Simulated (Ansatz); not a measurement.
Total energies of C9H21Ga, SMILES `C[CH](C)[Ga]([CH](C)C)[CH](C)C`.

Cartesian coordinates in Å:
```
C 2.662 0.195 0.378
C 1.564 -0.632 -0.288
C 1.751 -0.668 -1.801
Ga -0.242 0.048 0.245
C -0.986 1.738 -0.521
C -1.795 1.383 -1.769
C 0.053 2.808 -0.832
C -1.315 -1.066 1.512
C -0.528 -1.337 2.791
C -1.717 -2.376 0.839
H 2.588 0.187 1.470
H 3.658 -0.188 0.120
H 2.632 1.241 0.055
H 1.636 -1.658 0.092
H 1.665 0.329 -2.243
H 2.744 -1.051 -2.069
H 1.015 -1.308 -2.298
H -1.683 2.134 0.228
H -1.161 0.958 -2.555
H -2.590 0.659 -1.562
H -2.274 2.273 -2.197
H -0.416 3.705 -1.257
H 0.606 3.122 0.058
H 0.787 2.456 -1.563
H -2.226 -0.514 1.770
H 0.415 -1.851 2.580
H -0.285 -0.419 3.335
H -1.093 -1.980 3.478
H -0.839 -2.949 0.519
H -2.344 -2.219 -0.043
H -2.281 -3.020 1.527
```

Total charge 0; spin multiplicity 1. Correlated methods include outer-core shells of Ga, which these sets cover unevenly. Scalar relativity is left out up to krypton. Geometry: relaxed with PBE0-D4/def2-TZVP. It is one conformer, not always the lowest. Basis def2-TZVPP, Ansatz.

RPA on PBE orbitals: Hartree–Fock energy of these orbitals -2276.28321 Eh, correlation -3.06137 Eh (frozen core).

```
             functional  energy without D4 (Eh)  D4 term (kJ/mol)
            LDA (SPW92)             -2274.15005                 –
                    PBE             -2279.76650             -79.0
                 revPBE             -2280.31613            -228.2
                   BLYP             -2280.41213            -166.5
                 r2SCAN             -2280.34051             -23.0
                 B97M-V             -2280.22352                 –
                   PBE0             -2279.88007             -68.4
                  B3LYP             -2280.64795            -124.3
HSE06 (plane-wave form)             -2279.85624             -64.2
                  BHLYP             -2280.31370             -95.6
                LC-ωPBE             -2280.11776                 –
                ωB97M-V             -2280.25900                 –
                 B2PLYP             -2279.86242                 –
               PBE-QIDH             -2279.50510                 –
```

Q: Give the same for r2SCANh, r2SCAN0, CAM-B3LYP, ωB97X-V. (Best estimate.)

A: Computed: 
```
functional  energy without D4 (Eh)  D4 term (kJ/mol)
   r2SCANh             -2280.31934             -24.3
   r2SCAN0             -2280.29017             -26.6
 CAM-B3LYP             -2280.47855             -70.0
   ωB97X-V             -2280.31150                 –
```

B3LYP takes the VWN-RPA correlation (the form of Gaussian; ORCA's B3LYP/G). HSE06 is the plane-wave form, built on full-range PBE exchange. The double hybrids freeze the cores in their second-order part.

LC-ωPBE has ω = 0.4 bohr⁻¹.
